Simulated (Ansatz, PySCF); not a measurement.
The pair A = H2S (SMILES S) (first 3 atoms), B = CHN (SMILES C#N); geometry from B3LYP-D3(BJ)/def2-TZVP.
(charge 0, multiplicity 1):
```xyz
6

S      0.21905     0.02307    -0.80221
H      0.31104    -0.04992     0.53738
H     -0.01055    -1.29400    -0.92292
C      0.57913    -0.11062     4.04621
N      0.47791    -0.16530     2.90679
H      0.67309    -0.06002     5.10789
```

Cores are frozen in the correlated methods. Rows in 6-31G* carry no dispersion term and start afresh at each structure (6-31G* with six Cartesian d functions).

Programs: Ansatz (a quantum-chemistry and plane-wave program); PySCF for 6-31G* rows. Values without a source in brackets are computed.

Total energies (hartree), monomers frozen at their geometry in the pair:

| structure | B3LYP/6-31G* | MP2/aug-cc-pV(T+d)Z | CCSD(T)/aug-cc-pV(T+d)Z |
|---|---|---|---|
| AB | -492.8113448 | -492.1741174 | -492.2282529 |
| A in the pair's basis | -399.3855068 | -398.9111455 | -398.9438265 |
| B in the pair's basis | -93.4230184 | -93.2591349 | -93.2810341 |
| A | -399.3853958 | -398.9108992 | -398.9435927 |
| B | -93.4222764 | -93.2587756 | -93.2806859 |

Task: Work out the interaction energy without and with the counterpoise correction, and the superposition error, for each level.

Result: 
E(AB) − E(A) − E(B), times 627.509 kcal/mol, with the monomers in their own basis and then in the pair's basis:
- B3LYP/6-31G*: -2.30 uncorrected, -1.77 corrected; the monomers gain 0.54 kcal/mol from borrowed functions
- MP2/aug-cc-pV(T+d)Z: -2.79 uncorrected, -2.41 corrected; the monomers gain 0.38 kcal/mol from borrowed functions
- CCSD(T)/aug-cc-pV(T+d)Z: -2.49 uncorrected, -2.13 corrected; the monomers gain 0.37 kcal/mol from borrowed functions
